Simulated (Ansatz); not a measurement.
One change: `C[Si](C)(C)[O][Ti]([F])([F])[F]` becomes `C[Si](C)(C)[O][Sn]([F])([F])[F]`.

Ansatz, PBE0-D4/def2-TZVP geometries, multiplicity 1. Each molecule was computed in one conformer, which needn't be the lowest.

Elements past krypton have def2 core potentials. Scalar relativity is left out up to krypton.

```
                                      property  `C[Si](C)(C)[O][Ti]([F])([F])[F]`
         HOMO energy (ωB97M-V/def2-TZVPP) / eV                             -11.00
       HOMO–LUMO gap (ωB97M-V/def2-TZVPP) / eV                              11.18
         HOMO–LUMO gap (B3LYP/def2-TZVPP) / eV                               6.12
size of the dipole moment (PBE/def2-TZVPP) / D                               3.56
           HOMO energy (B3LYP/def2-TZVPP) / eV                              -8.56
            LUMO energy (PBE0/def2-TZVPP) / eV                              -2.11
```

Give the same properties after the change, and the shifts. (Estimate.)

Computed: 
```json
{"property": "HOMO energy (ωB97M-V/def2-TZVPP) / eV", "`C[Si](C)(C)[O][Sn]([F])([F])[F]`": "-10.94", "shift": "0.06"}
{"property": "HOMO–LUMO gap (ωB97M-V/def2-TZVPP) / eV", "`C[Si](C)(C)[O][Sn]([F])([F])[F]`": "10.28", "shift": "-0.90"}
{"property": "HOMO–LUMO gap (B3LYP/def2-TZVPP) / eV", "`C[Si](C)(C)[O][Sn]([F])([F])[F]`": "5.35", "shift": "-0.77"}
{"property": "size of the dipole moment (PBE/def2-TZVPP) / D", "`C[Si](C)(C)[O][Sn]([F])([F])[F]`": "3.32", "shift": "-0.24"}
{"property": "HOMO energy (B3LYP/def2-TZVPP) / eV", "`C[Si](C)(C)[O][Sn]([F])([F])[F]`": "-8.47", "shift": "0.09"}
{"property": "LUMO energy (PBE0/def2-TZVPP) / eV", "`C[Si](C)(C)[O][Sn]([F])([F])[F]`": "-2.74", "shift": "-0.63"}
```

With PBE0 the HOMO rises by 0.09 eV and the LUMO falls by 0.63 eV, so the gap narrows by about 0.72 eV. PBE moves the HOMO by 0.12 eV and ωB97M-V by 0.06 eV. Dipoles are sizes alone; their direction can turn.

Positive LUMOs are unbound, so they and the gaps depend on the basis.

B3LYP here is the variant with VWN-RPA as its local correlation; programs differ in this.
